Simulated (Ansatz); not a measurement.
Basis-set extrapolation for C$_{2}$H$_{6}$AlFO (PBE0-D4/def2-TZVP geometry, frozen core, Ansatz 0.2.0). Multiplicity 1, RHF reference.

```
                      def2-TZVPP   def2-QZVPP
                 HF  -495.530345  -495.549182
    MP2 correlation    -0.917819    -0.990407
CCSD(T) correlation    -0.987948      not run
```

Energies in hartree. Use E(X) = E(∞) + A·exp(−7.88·√X) for Hartree–Fock and E(X) = E(∞) + B·X^(−2.97) for correlation, with X = 3 and 4, and add CCSD(T) minus MP2 of the smaller set to the MP2 limit.

Task: What is the CCSD(T) energy at the basis-set limit?

Result: HF limit: -495.549182 + (-0.018837) × 0.13774 = -495.55178. MP2 limit: -0.990407 + (-0.072588) × 0.74074 = -1.04418. Higher-order term: -0.987948 − (-0.917819) = -0.07013. Total: -496.66609 hartree, 388.0 kJ/mol below CCSD(T)/def2-TZVPP.
